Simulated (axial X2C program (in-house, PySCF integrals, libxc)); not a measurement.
# Worked dissociation energy of SeS: PBE0, scalar-relativistic

All values were computed with an in-house relativistic program for diatomic molecules. Spin-free means the one-electron spin-free X2C Hamiltonian. Basis: Se dyall-cv3z [8s9p6d4f1g], S dyall-av3z [9s8p3d2f] (cores contracted in-house); Gaussian nuclei, density fitting, unrestricted open shells. Masses: Se 79.917 u, S 31.972 u.

Molecular state: M_S = 1, Λ = 0 (beyond evenly filled blocks: π+α, π-α).

* E(Se) (2M_S = 2, M_L = 0): -2429.613081 hartree
* E(S) (2M_S = 2, M_L = 0): -399.078167 hartree
* E(SeS) at Re: -2828.839803 hartree
* ωe: 573.5 cm⁻¹
* ωexe: 1.55 cm⁻¹

Question: Work out De and D0.

Answer: De = -2429.613081 + (-399.078167) − (-2828.839803) = 0.14856 hartree = 4.042 eV. The zero-point energy is ωe/2 − ωexe/4 = 286 cm⁻¹ = 0.036 eV, so D0 = 4.007 eV.

The state is one determinant whose occupation by symmetry is held fixed; it was picked as the lowest of a PBE0 search that is not exhaustive. De is counted from the lowest determinant-based energies of the atoms at the same level, without counterpoise correction. Other states lie close and PBE0, whose exact exchange favours high spin, may order them wrongly; the determinant shown need not be the ground state. The nearest other spin-free determinant of the search, M_S = 0, Λ = 2, lies 0.66 eV up at the distance of the search. Spin-free De lacks the spin–orbit lowering of the heavy p-block atom, a tenth of an eV or more for 4p and 5p, up to an eV for 6p and one to two eV for 7p atoms, less what an open-shell molecule gains itself.

Each atomic determinant is the lowest at this level and need not be a pure term. Totals compare only within one Hamiltonian and basis.
